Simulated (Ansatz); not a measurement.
Gas-phase electronic energies from Ansatz, PBE0-D4/def2-TZVP geometries. CCSD(T)/CBS is the MP2 limit (def2-TZVPP, def2-QZVPP) plus CCSD(T) − MP2 in def2-TZVPP, frozen cores. This one scheme is used for every species. DFT in def2-TZVPP. B3LYP here is the variant with VWN-RPA as its local correlation; programs differ in this. def2 core potentials past Kr. For I outer-core shells are correlated without core-valence functions, which leaves a few kJ/mol of doubt a bond. Each species was taken in one conformer, which may not be the lowest.

Reaction (ligand exchange at a B–C bond): `BBCBI` + `[OH][AlH2]` → `BB[O][AlH2]` + `CBI`

```
        level  ΔE (kJ/mol)
    r2SCAN-D4       -101.2
 CAM-B3LYP-D4       -113.2
      ωB97X-V       -105.6
         PBE0       -102.2
        B3LYP       -114.5
      r2SCANh       -103.3
      r2SCAN0       -104.9
HF/def2-TZVPP       -129.0
```

What does CCSD(T)/CBS give? (Best estimate.)

Ansatz gave: -101.8 kJ/mol. The listed levels differ from it by 0.6, -11.4, -3.8, -0.4, -12.7, -1.5, -3.1, -27.2 kJ/mol.

Largest T1 diagnostic among the species: 0.014.

At CCSD(T), def2-SVP lies −21.1 kJ/mol from the extrapolated value and def2-TZVPP −2.2 kJ/mol. From PBE to PBE0 (25 % exact exchange), in def2-TZVPP and without D4, ΔE moves by −3.6 kJ/mol.
